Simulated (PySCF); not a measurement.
Isomers of C2H6BN. Gas-phase values, no solvent. One relaxed conformer stands for each flexible species; it need not be the lowest. Strings in code marks are SMILES.

Calculation: B3LYP-D3(BJ)/def2-TZVP (PySCF 2.14.0). All candidates: neutral, multiplicity 1. B3LYP has the VWN-RPA correlation part, as in Gaussian. Excitations are Tamm–Dancoff values on a coarser integration grid. The basis has no diffuse functions, so Rydberg states are missing or too high.

| Property | Result |
|---|---|
| LUMO | -0.89 eV |
| T1 excitation (TDA) | 3.99 eV |
| HOMO | -7.27 eV |

Q: Identify which member has these values.
(A) `C=CBN` (C–C–B–N torsion 180°)
(B) `B/C=C\N`
(C) `[H]/N=C\CB`
(D) `B/C=N/C`

A: A, `C=CBN` (C–C–B–N torsion 180°). The others give `[H]/N=C\CB`: -1.89 eV, 4.41 eV, -7.31 eV; `B/C=C\N`: -1.46 eV, 2.96 eV, -6.29 eV; `B/C=N/C`: -2.01 eV, 3.54 eV, -6.92 eV
